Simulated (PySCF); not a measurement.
# Electron correlation in Au⁶⁶⁺ (gold, charge +66)

[Ne] 3s2 3p1, 2P determinant. All numbers are calculated (PySCF 2.14, the spin-free X2C one-electron Hamiltonian (Gaussian nucleus), in an uncontracted even-tempered set (17 s from 19 bohr⁻², ratio 2.5; 12 p from 25 bohr⁻², ratio 2.5; 4 d from 95 bohr⁻², ratio 2.7; 4 f from 140 bohr⁻², ratio 2.7)). Frozen: 1s2; 11 electrons correlated; the 20 highest virtual orbitals of each spin left out.

```json
{"level": "CCSD", "correlation energy (mhartree)": "-524.29"}
{"level": "(T)", "correlation energy (mhartree)": "-0.34"}
{"level": "CCSD(T)", "correlation energy (mhartree)": "-524.63"}
```

Diagnostics: T1 = 0.00023, D1 = 0.0010, largest double amplitude 0.027.

Spin-orbit coupling, absent here, splits the open shell strongly.

Cost of the coupled-cluster step: roughly 30 core-seconds, for 11 correlated electrons.

Iterations:

```
CC2 = 0
CCSD nocc = (np.int64(6), np.int64(5)), nmo = (80, 80)
frozen orbitals [[0, 81, 82, 83, 84, 85, 86, 87, 88, 89, 90, 91, 92, 93, 94, 95, 96, 97, 98, 99, 100], [0, 81, 82, 83, 84, 85, 86, 87, 88, 89, 90, 91, 92, 93, 94, 95, 96, 97, 98, 99, 100]]
max_cycle = 100
direct = 0
conv_tol = 1e-08
conv_tol_normt = 1e-06
diis_space = 8
diis_start_cycle = 0
Init t2, MP2 energy = -0.511980685396523
Init E_corr(UCCSD) = -0.511980685396545
cycle = 1  E_corr(UCCSD) = -0.522427894800898  dE = -0.0104472094  norm(t1,t2) = 0.0053467
cycle = 2  E_corr(UCCSD) = -0.524001352589538  dE = -0.00157345779  norm(t1,t2) = 0.000864366
cycle = 3  E_corr(UCCSD) = -0.524294946896132  dE = -0.000293594307  norm(t1,t2) = 0.00014424
cycle = 4  E_corr(UCCSD) = -0.524294197193588  dE = 7.49702544e-07  norm(t1,t2) = 2.55286e-06
cycle = 5  E_corr(UCCSD) = -0.524294200676141  dE = -3.4825538e-09  norm(t1,t2) = 5.07362e-08
UCCSD converged
E(UCCSD) = -13681.82018792653  E_corr = -0.5242942006761414
UCCSD(T) correction = -0.000339084456288109
```

At this charge the one-electron X2C treatment keeps the bare 1/r₁₂, with no two-electron picture change or Breit term. The effect here is smaller than on the frozen 1s shell; and a scalar Hamiltonian misses the large spin-orbit splitting of the p shells, which matters for ns² → np² pairs.
